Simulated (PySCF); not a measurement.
Palladium: a sound run and one with changed settings

Sound run: Pd [Kr] 4d10, Pd⁺ [Kr] 4d9. All numbers are calculated (PySCF 2.14, a scalar-relativistic core potential, in def2-SVP with the def2 core potential (28 electrons)). The sound run starts from symmetry-adapted Hartree-Fock orbitals and uses a fine grid where one is needed.

Changed run: basis STO-3G, all-electron and non-relativistic. This setting is unsound on purpose.

| species | method | sound run (hartree) | changed run (hartree) | converged |
| --- | --- | --- | --- | --- |
| Pd | UHF | -127.00035 | -4888.59991 | yes |
| Pd | BP86 | -127.94115 | -4890.79322 | yes |
| Pd | LDA | -127.60050 | -4885.23479 | yes |
| Pd⁺ | UHF | -126.76992 | -4888.95469 | yes |
| Pd⁺ | BP86 | -127.61480 | -4891.09690 | yes |
| Pd⁺ | LDA | -127.26257 | -4885.53461 | yes |

Ionisation energy of Pd:

| method | sound run (eV) | changed run (eV) |
| --- | --- | --- |
| UHF | 6.270 | -9.654 |
| BP86 | 8.880 | -8.264 |
| LDA | 9.195 | -8.158 |

A minimal basis cannot let orbitals breathe on ionisation and holds almost no correlation. The Hamiltonian changed with the basis, so the totals do not compare. A negative ionisation energy or a positive MP2 energy shows that the occupation asked for is not the lowest one in this basis.

For comparison, NIST gives 8.337 eV between the lowest levels.
